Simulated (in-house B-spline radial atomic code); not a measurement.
# RPA and G0W0 on PBE0: Rb

Configuration [Kr] 5s1, highest spin, mean-field start PBE0. Computed with a B-spline radial code for spherical atoms: all electrons, non-relativistic, point nucleus, each spin shell either full or empty, empty states to l = 9 with an (l + 1/2)⁻⁴ tail; G0W0 by contour deformation at full frequency.

Without relativity these are model numbers: it shifts the levels of so heavy an element strongly and can reorder them.

Command:
```bash
python run_gw.py task.json out
```
Settings (radii: box in bohr, nucleus in fm):
```
Z                        37
electrons                37
configuration            [Kr] 5s1
hamiltonian              nr
method                   pbe0
lmax                     9
spin_polarised           True
box_radius               40
intervals                56
ion_configuration        [Ar] 3d10 4s2 4p6
```

Cost of the run: 8.8 s on 1 thread of Arm Neoverse N1, with other jobs on the host.

Energies (hartree):

```tsv
term	value
mean-field total	-2939.82847
Hartree-Fock functional on these orbitals	-2938.34362
direct second order	-2.9726
second-order exchange	0.86063
SOSEX correction	0.79305
```

(1) What is the RPA correlation energy, and what remains with SOSEX?

Quasi-particle levels (eV):

```tsv
level	occupied	mean field	Σx - vxc	Σc	QP weight	G0W0
5s up	yes	-2.827	-0.91	?	?	?
5s down	no	-1.045	2.00	-1.36	0.833	-0.401
```

G0W0 = mean field + (Σx - vxc) + Σc, with Σc (partial-wave tail included) taken at the quasi-particle energy. Only the outer levels were computed. Levels of low weight are left out.

(2) Where does G0W0 put 5s up?

(3) What does it cost to remove one electron (to [Ar] 3d10 4s2 4p6) by differences of total energies, each species on its own start (correlation terms add to the Hartree-Fock functional)?

Results:

(1) RPA gives -2.5947 hartree (-1.91 eV per electron); RPA + SOSEX gives -1.8016, and the second-order doubles -2.112 hartree (no singles). SOSEX takes back 31 % of the RPA value.

(2) At -4.349 eV, with Σc = -0.62 eV and a quasi-particle weight of 0.848. The tabulated removal energy is 4.177 eV (NIST, measured); the calculation leaves out relativity, Breit and QED terms, and what these don't explain is the method's own error.

(3) PBE0 4.139 eV, Hartree-Fock functional 3.720 eV, + RPA 4.419 eV, + RPA + SOSEX 4.036 eV, + second order 4.278 eV. Tabulated: 4.177 eV (NIST, measured); the calculation leaves out relativity, Breit and QED terms, and what these don't explain is the method's own error.
